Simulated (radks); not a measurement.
The numbers below are computed, except where a source is named.
Ionisation of neutral boron, [He] 2s2 2p1, to B+, [He] 2s2, under several functionals. Scalar-relativistic Kohn-Sham, spin-polarised, spherical densities, finite nucleus; open shells are filled with parallel spins first; a radial shooting solver on a logarithmic mesh with Libxc functionals.

| functional | E(B) (hartree) | Exc (hartree) | IE (eV) | -e(HOMO) (eV) | <r> HOMO (bohr) | IE error (eV) |
|---|---|---|---|---|---|---|
| B86b exchange with PBE correlation | -24.64424 | -3.84704 | 8.515 | 4.040 | 2.248 | +0.217 |
| exchange-only PBE | -24.49826 | -3.68898 | 7.855 | 3.489 | 2.314 | -0.443 |
| XLYP | -24.68009 | -3.88510 | 8.449 | 3.913 | 2.251 | +0.151 |
| LDA (Slater exchange, VWN5 correlation) | -24.36103 | -3.53888 | 8.578 | 4.103 | 2.232 | +0.280 |
| SOGGA | -24.45077 | -3.63885 | 8.326 | 3.902 | 2.260 | +0.028 |
| Wu-Cohen GGA | -24.53861 | -3.73399 | 8.435 | 3.993 | 2.245 | +0.137 |
| MS2 meta-GGA | -24.66482 | -3.87235 | 8.310 | 3.922 | 2.258 | +0.012 |
| PW91 | -24.63751 | -3.83949 | 8.538 | 4.066 | 2.252 | +0.240 |

NIST Atomic Spectra Database: 8.298 eV (measured). Closest: MS2 meta-GGA. The Delta-SCF values span 0.72 eV, the total energies 0.32 hartree. The highest occupied level is 2p. Open shells are spherical and high-spin; term and fine-structure splittings are not resolved.
